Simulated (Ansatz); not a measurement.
Total energies of Al₄B₂ from Ansatz at r2SCAN-D4/def2-TZVP, gas phase (1 Eh = 27.2114 eV = 2625.5 kJ/mol). The reference geometry is relaxed at B3LYP-D4/def2-SVP.

Cartesian coordinates in Å:
```
B -0.378 0.100 -0.096
B 1.146 0.040 0.184
Al -1.363 -1.747 -0.060
Al 1.298 -1.997 0.444
Al 1.293 2.159 0.024
Al -1.996 1.444 -0.495
```

```csv
state,geometry,energy (Eh)
charge 0 singlet,reference,-1019.20391
charge 1 doublet,reference,-1018.95461
charge 0 triplet,relaxed at B3LYP-D4/def2-SVP,-1019.20266
charge 0 quintet,relaxed at B3LYP-D4/def2-SVP,-1019.18600
free B atom (doublet),–,-24.63675
free Al atom (doublet),–,-242.33055
```

Q: Work out the vertical ionisation energy to the doublet.

A: E(charge 1 doublet) − E(charge 0 singlet) = -1018.95461 − (-1019.20391) = 0.24930 Eh = 6.78 eV. For comparison, −ε of the highest occupied level is 4.96 eV at this level, 1.82 eV less.

Q: Which of the charge 0 states is lowest, and how far above it are the others?

A: The singlet, but by less than the method's error, so the order isn't settled. triplet: -1019.20266 − (-1019.20391) = 0.00125 Eh = 3.3 kJ/mol; quintet: -1019.18600 − (-1019.20391) = 0.01791 Eh = 47.0 kJ/mol. The triplet differs in its bonds from the reference. The quintet differs in its bonds from the reference.

Q: What is the binding energy per atom against free atoms?

A: Atoms: 2 × (-24.63675) + 4 × (-242.33055) = -1018.59570 Eh. Binding: -1018.59570 − (-1019.20391) = 0.60821 Eh = 16.55 eV, or 2.76 eV for each of 6 atoms (no zero-point energy, no counterpoise term).

At r2SCAN-D4/def2-TZVP the charge 1 doublet is spin-contaminated (final ⟨S²⟩ up to 0.94, 0.75 for a pure state). 

The structure comes from a short search, and lower isomers may exist.
